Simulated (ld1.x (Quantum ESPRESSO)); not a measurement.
## zirconium (Zr), TM: configuration errors across variants

Zr, norm-conserving Troullier–Martins (Kleinman–Bylander form), made with ld1.x (Quantum ESPRESSO) 7.5 (PBEsol, scalar-relativistic). Core [Ar] 3d10 4s2, reference 4p6 4d2 5s2 5p0. Waves: 4p (bound): rc 1.70 bohr; 4d (bound): rc 2.70 bohr; 5s (bound): rc 3.10 bohr. Local part: the s channel. Core correction: a·sin(br)/r model core inside 1.35 bohr.

All-electron excitation energies from the reference (eV): (1) 4p6 4d2 5s1 5p0 7.171; (2) 4p6 4d2 5s0 5p0 20.080; (3) 4p6 4d1 5s0 5p0 42.665; (4) 4p6 4d2 5s1.5 5p0 2.895; (5) 4p6 4d2 5s0 5p2 6.266; (6) 4p6 4d1 5s2 5p1 3.023; (7) 4p6 4d2 5s0 5p1 10.916.

Errors AE − PS in meV (a dash: test not solved or not reliable):

| change | (1) | (2) | (3) | (4) | (5) | (6) | (7) | bound ghosts |
| --- | --- | --- | --- | --- | --- | --- | --- | --- |
| base | -5.1 | -35 | -34 | -1.3 | -1131 | -691 | -826 | none |
| all radii but the core radius scaled by about 0.76 (s 2.36, p 1.30, d 2.04 bohr) | -1.1 | -22 | -71 | -0.4 | -966 | -570 | -706 | none |
| all radii but the core radius scaled by about 0.91 (s 2.82, p 1.56, d 2.46 bohr) | -5.0 | -35 | -42 | -1.2 | -1125 | -692 | -822 | none |
| all radii but the core radius scaled by about 1.11 (s 3.44, p 1.90, d 3.00 bohr) | -4.2 | -36 | -46 | -1.0 | -1126 | -665 | -825 | none |
| all radii but the core radius scaled by about 1.34 (s 4.16, p 2.28, d 3.62 bohr) | -3.5 | -89 | -174 | -0.1 | -1178 | -569 | -889 | none |

Question: Give the same row for: all radii but the core radius scaled by about 1.28 (s 3.96, p 2.18, d 3.46 bohr).

Answer: -3.1, -65, -128, -0.3, -1153, -598, -860; bound ghosts: none.
